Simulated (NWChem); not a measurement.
The numbers come from NWChem runs, not from measurements. System: C3H7O, charge 0, spin multiplicity 2, at a geometry optimised with UPBE0/def2-SVP. The structure started from a generated list of species. Its SCF solution wasn't tested for a lower state. Level: G0W0@UPBE0/def2-TZVP, RI basis def2-tzvp-rifit.

Input file:

```
start mol
memory heap 200 mb stack 700 mb global 1700 mb
geometry units angstroms nocenter noautoz noautosym
  C     -1.885145    -0.269103     0.173797
  C     -0.537303     0.343821     0.262373
  C      0.631436    -0.198629    -0.478723
  O      1.865498     0.229243     0.034941
  H     -1.833655    -1.370847     0.152742
  H     -2.527745     0.027716     1.017078
  H     -2.422751     0.034716    -0.748520
  H     -0.434608     1.367235     0.642420
  H      0.558537    -1.308063    -0.527040
  H      0.613920     0.139318    -1.536072
  H      1.868390     0.019445     0.975182
end
basis spherical
  * library def2-tzvp
end
basis "ri basis" bse spherical
  * library def2-tzvp-rifit
end
dft
  xc pbe0
  odft
  mult 2
  iterations 100
  direct
  tolerances tight
end
task dft energy
gw
  method cdgw
  states alpha occ 4 vir 2
  states beta occ 4 vir 2
end
task dft gw
```

Part of the output:

```
             Northwest Computational Chemistry Package (NWChem) 7.3.0
             --------------------------------------------------------

                                NWChem Input Module
                                -------------------

 Scaling coordinates for geometry "geometry" by  1.889725989
 (inverse scale =  0.529177249)

                             Geometry "geometry" -> ""
                             -------------------------

 Output coordinates in angstroms (scale by  1.889725989 to convert to a.u.)

  No.       Tag          Charge          X              Y              Z
 ---- ---------------- ---------- -------------- -------------- --------------
    1 C                    6.0000    -1.88514500    -0.26910300     0.17379700
    2 C                    6.0000    -0.53730300     0.34382100     0.26237300
    3 C                    6.0000     0.63143600    -0.19862900    -0.47872300
    4 O                    8.0000     1.86549800     0.22924300     0.03494100
    5 H                    1.0000    -1.83365500    -1.37084700     0.15274200
    6 H                    1.0000    -2.52774500     0.02771600     1.01707800
    7 H                    1.0000    -2.42275100     0.03471600    -0.74852000
    8 H                    1.0000    -0.43460800     1.36723500     0.64242000
    9 H                    1.0000     0.55853700    -1.30806300    -0.52704000
   10 H                    1.0000     0.61392000     0.13931800    -1.53607200
   11 H                    1.0000     1.86839000     0.01944500     0.97518200

 Effective nuclear repulsion energy (a.u.)     121.9500332298

            Nuclear Dipole moment (a.u.)
            ----------------------------
        X                 Y               Z
 ---------------- ---------------- ----------------
    -0.0000000000    -0.0000037795    -0.0000000000


 Summary of "ao basis" -> "" (spherical)
 ------------------------------------------------------------------------------
       Tag                 Description            Shells   Functions and Types
 ---------------- ------------------------------  ------  ---------------------
 *                         def2-tzvp                  on all atoms

 new library libraries.bse/

 Summary of "ri basis" -> "" (spherical)
 ------------------------------------------------------------------------------
       Tag                 Description            Shells   Functions and Types
 ---------------- ------------------------------  ------  ---------------------
 *                      def2-tzvp-rifit               on all atoms

                                 NWChem DFT Module
                                 -----------------

 Summary of "ao basis" -> "ao basis" (spherical)
 ------------------------------------------------------------------------------
       Tag                 Description            Shells   Functions and Types
 ---------------- ------------------------------  ------  ---------------------
 C                         def2-tzvp                11       31   5s3p2d1f
 O                         def2-tzvp                11       31   5s3p2d1f
 H                         def2-tzvp                 4        6   3s1p

 Summary of "ao basis" -> "ao basis" (spherical)
 ------------------------------------------------------------------------------
       Tag                 Description            Shells   Functions and Types
 ---------------- ------------------------------  ------  ---------------------
 C                         def2-tzvp                11       31   5s3p2d1f
 O                         def2-tzvp                11       31   5s3p2d1f
 H                         def2-tzvp                 4        6   3s1p

            General Information
            -------------------
          SCF calculation type: DFT
          Wavefunction type:  spin polarized.
          No. of atoms     :    11
          No. of electrons :    33
           Alpha electrons :    17
            Beta electrons :    16
          Charge           :     0
          Spin multiplicity:     2
          Use of symmetry is: off; symmetry adaption is: off
          Maximum number of iterations: 100
          This is a Direct SCF calculation.
          AO basis - number of functions:   166
                     number of shells:    72
          Convergence on energy requested:  1.00D-06
          Convergence on density requested:  1.00D-05
          Convergence on gradient requested:  5.00D-04

              XC Information
              --------------
                         PBE0 Method XC Functional
                     Hartree-Fock (Exact) Exchange  0.250
          PerdewBurkeErnzerhof Exchange Functional  0.750
            Perdew 1991 LDA Correlation Functional  1.000 local
           PerdewBurkeErnz. Correlation Functional  1.000 non-local

             Grid Information
             ----------------
          Grid used for XC integration:  medium
          Radial quadrature: Mura-Knowles
          Angular quadrature: Lebedev.
          Tag              B.-S. Rad. Rad. Pts. Rad. Cut. Ang. Pts.
          ---              ---------- --------- --------- ---------
          C                   0.70       49          11.0       434
          O                   0.60       49          12.0       434
          H                   0.35       45          12.0       434
          Grid pruning is: on
          Number of quadrature shells:   511
          Spatial weights used:  Erf1

          Convergence Information
          -----------------------
          Convergence aids based upon iterative change in
          total energy or number of iterations.
[...]
  ----- ------------  ---------------      ----- ------------  ---------------
    45      0.411571   2 C  pz              139      0.308619   7 H  s
   157      0.304599  10 H  s                39      0.293599   2 C  pz
    42      0.242383   2 C  pz               36      0.221991   2 C  s
   163      0.213090  11 H  s                67     -0.209122   3 C  s
    44     -0.199515   2 C  py               98     -0.169174   4 O  s

 Vector   18  Occ=0.000000D+00  E= 5.276571D-02
              MO Center= -9.2D-01, -6.0D-01,  3.4D-02, r^2= 7.8D+00
   Bfn.  Coefficient  Atom+Function         Bfn.  Coefficient  Atom+Function
  ----- ------------  ---------------      ----- ------------  ---------------
     5      4.438608   1 C  s                67      2.628048   3 C  s
    36     -1.684351   2 C  s               127     -1.505678   5 H  s
   139     -1.375787   7 H  s               133     -1.365348   6 H  s
   151     -1.319532   9 H  s               157     -0.935183  10 H  s
    44      0.708831   2 C  py              163     -0.687438  11 H  s

 Vector   19  Occ=0.000000D+00  E= 6.237146D-02
              MO Center=  5.0D-01, -1.2D-01,  5.8D-01, r^2= 8.0D+00
   Bfn.  Coefficient  Atom+Function         Bfn.  Coefficient  Atom+Function
  ----- ------------  ---------------      ----- ------------  ---------------
     5      2.415386   1 C  s                67     -1.661502   3 C  s
   163      1.234070  11 H  s               139     -1.139192   7 H  s
   133     -1.020338   6 H  s                98     -0.963963   4 O  s
   151      0.855207   9 H  s                74      0.704482   3 C  px
   127     -0.574187   5 H  s                45     -0.485699   2 C  pz

   alpha - beta orbital overlaps
   -----------------------------

   alpha      1      2      3      4      5      6      7      8      9     10
    beta      1      2      4      3      5      6      7      8      9     10
 overlap   1.000  1.000  0.999  0.999  1.000  0.995  0.999  0.993  0.997  0.952

   alpha     11     12     13     14     15     16     17     18     19     20
    beta     11     12     13     14     15     16     17     18     19     20
 overlap   0.963  0.959  0.980  0.998  0.997  0.996  0.967  0.984  0.980  0.997

   alpha     21     22     23     24     25     26     27     28     29     30
    beta     21     22     23     24     25     26     27     28     29     30
 overlap   0.998  0.982  0.979  0.997  0.997  0.997  0.982  0.929  0.953  0.954

   alpha     31     32     33     34     35     36     37     38     39     40
    beta     31     31     32     34     35     36     37     38     39     40
 overlap   0.713  0.648  0.702  0.731  0.962  0.968  0.993  0.973  0.981  0.968

   alpha     41     42     43     44     45     46     47     48     49     50
    beta     41     42     43     44     45     46     47     48     49     50
 overlap   0.952  0.954  0.992  0.994  0.994  0.997  0.998  0.996  0.984  0.982

   alpha     51     52     53     54     55     56     57     58     59     60
    beta     51     52     53     54     55     56     57     58     59     60
 overlap   0.997  0.929  0.926  0.982  0.999  0.995  0.994  0.995  0.996  0.984

   alpha     61     62     63     64     65     66     67     68     69     70
    beta     61     62     63     64     65     66     67     68     69     69
 overlap   0.967  0.918  0.921  0.980  0.995  0.992  0.987  0.966  0.682  0.665

   alpha     71     72     73     74     75     76     77     78     79     80
    beta     71     72     73     74     75     76     77     78     79     80
 overlap   0.759  0.942  0.970  0.712  0.738  0.970  0.995  0.997  0.996  0.983

   alpha     81     82     83     84     85     86     87     88     89     90
    beta     81     82     83     84     85     86     87     88     89     90
 overlap   0.982  0.997  0.996  0.992  0.991  0.992  0.986  0.992  0.995  0.985

   alpha     91     92     93     94     95     96     97     98     99    100
    beta     91     92     93     94     95     96     97     98     99    100
 overlap   0.981  0.972  0.992  0.998  0.985  0.986  0.999  0.999  0.999  0.998

   alpha    101    102    103    104    105    106    107    108    109    110
    beta    101    102    103    104    105    106    107    108    109    110
 overlap   0.997  0.993  0.990  0.993  0.995  0.996  0.993  0.754  0.755  0.998

   alpha    111    112    113    114    115    116    117    118    119    120
    beta    111    112    113    114    115    116    117    118    119    121
 overlap   0.892  0.891  0.978  0.816  0.796  0.949  0.947  0.977  0.995  0.985

   alpha    121    122    123    124    125    126    127    128    129    130
    beta    120    122    123    124    125    126    127    128    129    130
 overlap   0.996  0.976  0.987  0.821  0.727  0.899  0.994  0.997  0.998  0.994

   alpha    131    132    133    134    135    136    137    138    139    140
    beta    131    132    133    134    135    136    137    138    139    140
 overlap   0.991  0.991  0.989  0.996  0.999  0.999  0.998  0.979  0.975  0.995

   alpha    141    142    143    144    145    146    147    148    149    150
    beta    141    142    143    144    145    146    147    148    149    150
 overlap   0.999  0.994  0.994  0.997  0.999  0.999  1.000  1.000  1.000  1.000

   alpha    151    152    153    154    155    156    157    158    159    160
    beta    151    152    153    154    155    156    157    158    159    160
 overlap   1.000  1.000  1.000  1.000  1.000  1.000  1.000  1.000  1.000  1.000

   alpha    161    162    163    164    165    166
    beta    161    162    163    164    165    166
 overlap   1.000  1.000  0.999  0.999  1.000  1.000

     --------------------------
     Expectation value of S2:
     --------------------------
      <S2> =      0.7551 (Exact =     0.7500)

 center of mass
 --------------
 x =   0.13235271 y =   0.03458733 z =   0.00076302

 moments of inertia (a.u.)
 ------------------
          66.875977790989         -36.767121934687          31.952360145697
         -36.767121934687         485.792621512752         -10.586994920423
          31.952360145697         -10.586994920423         483.952985980917

     Multipole analysis of the density
     ---------------------------------

     L   x y z        total         alpha         beta         nuclear
     -   - - -        -----         -----         ----         -------
     0   0 0 0     -0.000000    -17.000000    -16.000000     33.000000

     1   1 0 0     -0.572786      0.214200     -0.786986     -0.000000
     1   0 1 0     -0.243230     -0.338757      0.095530     -0.000004
     1   0 0 1      0.273748     -0.078339      0.352087     -0.000000

     2   2 0 0    -21.564670   -143.397661   -139.846969    261.679959
     2   1 1 0     -0.970284    -10.534011    -11.007760     20.571487
     2   1 0 1      1.739919      9.622086      9.387380    -17.269547
     2   0 2 0    -19.378569    -23.412918    -21.971064     26.005413
     2   0 1 1      0.109042     -3.558287     -3.691807      7.359136
     2   0 0 2    -18.063451    -24.116193    -21.080643     27.133385

 Task  times  cpu:       82.5s     wall:       82.5s

                                NWChem Input Module
                                -------------------

                                 NWChem GW Module
                                 ----------------

                             ***********************
                             ***        GW       ***
                             ***********************

 Summary of "ri basis" -> "ri basis" (spherical)
 ------------------------------------------------------------------------------
       Tag                 Description            Shells   Functions and Types
 ---------------- ------------------------------  ------  ---------------------
 C                      def2-tzvp-rifit             22       76   8s6p4d3f1g
 O                      def2-tzvp-rifit             22       76   8s6p4d3f1g
 H                      def2-tzvp-rifit              7       15   4s2p1d

                 Memory Information
                 ------------------
          Available GA per process is          1699.6 MBs
          Available stack per process is        700.0 MBs
          Available heap per process is           0.9 MBs

          Peak memory in Initialization
              Peak GA per process is                 20.8 MBs
              Peak stack per process is               0.3 MBs
              Peak heap per process is               21.0 MBs
              Memory not in MA per process            0.0 MBs

          Peak memory in CDGW Calculation
              Peak GA per process is                 23.3 MBs
              Peak stack per process is               2.6 MBs
              Peak heap per process is                4.5 MBs
              Memory not in MA per process            0.0 MBs

          Computing 2-center integrals
          Computing Inverse Cholesky factor
          Computing 3-center integrals
          Computing Vxc

          Computing Sigma_x
          Computing W(iw) on the imaginary grid
          Solving quasiparticle equations

                  Alpha Orbitals
          State     Energy (eV)     Error (eV)
          -----------------------------------
@GW        14        -12.827           0.002
@GW        15        -11.960           0.002
@GW        16        -10.443           0.002
@GW        17         -7.842           0.002
@GW        18          3.063           0.004
@GW        19          3.399           0.004

                   Beta Orbitals
          State     Energy (eV)     Error (eV)
          -----------------------------------
@GW        13        -13.727           0.002
@GW        14        -12.679           0.002
@GW        15        -11.802           0.002
@GW        16        -10.341           0.002
@GW        17          0.600           0.005
@GW        18          3.134           0.004

     GW Timing Statistics
   ------------------------
   Init.   :          0.1s
     ERIs  :          3.7s
     Distr.:          0.1s
     Vxc   :          9.2s
   Vmo     :          0.0s
   iW      :          8.7s
   I_n     :          0.0s
   R_n     :          3.7s
   GW total:         25.5s

 Task  times  cpu:       25.5s     wall:       25.5s

 Total times  cpu:      108.1s     wall:      108.1s
```
